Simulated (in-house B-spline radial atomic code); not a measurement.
Values are calculated unless marked as measured or tabulated.
**Making a Troullier-Martins d channel for Mn, r_c = 2.26 bohr**

Mn, [Ar] 3d5 4s2, non-relativistic PBE, spherical and spin-unpolarised, from a B-spline radial code for spherical atoms (atomic units). The all-electron 3d level is ε = -0.257602 hartree and its outer maximum at 0.75 bohr.

Inside r_c the pseudo-orbital is u(r) = r^3 exp(p(r)), with p = c0 + c2 r² + c4 r⁴ + … + c12 r¹². The seven coefficients follow from p and its first four derivatives at r_c, from zero curvature of the screened potential at the origin, c4 = −c2²/(2l + 5), and from the norm inside r_c. At r_c the all-electron orbital has P = 0.3528183, P' = -0.2608368, the screened potential V = -0.5648651, V' = 0.5097934, V'' = -0.8115625, and the norm inside is Q = 0.9155041.

(1) What are p, p' and p'' at r_c?

For a trial c2 the five matching conditions are linear in c0, c6, c8, c10 and c12, and c2 is varied until the norm inside r_c equals Q. The root nearest zero gives:

| n | c_n |
| --- | --- |
| 0 | 1.570658 |
| 2 | -1.489399 |
| 4 | -0.2464788 |
| 6 | 0.213551 |
| 8 | -0.04987756 |
| 10 | 0.005254903 |
| 12 | -0.0002138836 |

(2) Check c4 and p(r_c), and find the screened pseudopotential at the origin.

Orbitals and screened potentials:

```tsv
r (bohr)	P	u	V all-electron	V pseudo
0.226	0.3017	0.05142	-58.41	-10.66
0.565	0.831	0.5293	-12.5	-9.852
0.904	0.8711	0.9824	-4.695	-6.862
1.243	0.7341	0.8873	-2.236	-2.851
1.582	0.5818	0.6247	-1.26	-0.6262
1.921	0.4536	0.4559	-0.8014	-0.4683
2.26	0.3528	0.3528	-0.5649	-0.5649
```

Logarithmic derivatives P'/P at R = 2.56 bohr, for energies E around ε:

```
E − ε (hartree)  all-electron     pseudo
           -0.5       1.17032    1.21075
          -0.25      0.817718   0.856505
           -0.1      0.347859   0.371732
              0     -0.735888  -0.735894
            0.1       7.69366    10.3089
           0.25       1.69309    1.93533
            0.5      0.967517     1.1758
```

## Answers

(1) p = ln(P/r_c^3) = ln(0.3528183/11.5432) = -3.48790. p' = P'/P − 3/r_c = -0.73929 − 1.32743 = -2.06673. The radial equation gives p'' = 2(V − ε) − 2(3) p'/r_c − p'² = -0.61453 − (-5.48689) − 4.27137 = 0.60100. Differentiating, p''' = 2V' + 2(3)p'/r_c² − 2(3)p''/r_c − 2p'p'' = -0.51961, and p'''' = 2V'' − 4(3)p'/r_c³ + 4(3)p''/r_c² − 2(3)p'''/r_c − 2p''² − 2p'p''' = 0.44671.

(2) −c2²/9 = -0.246479, as listed. The terms c_n r_c^n are 1.57066, -7.60725, -6.43004, 28.45459, -33.94476, 18.26624, -3.79733, which sum to -3.48790. Inverting the radial equation, V_l(r) = ε + 3 p'/r + (p'' + p'²)/2, so V_l(0) = ε + (2l + 3) c2 = -0.257602 + 7 × (-1.4894) = -10.6834 hartree, finite where the all-electron potential diverges.
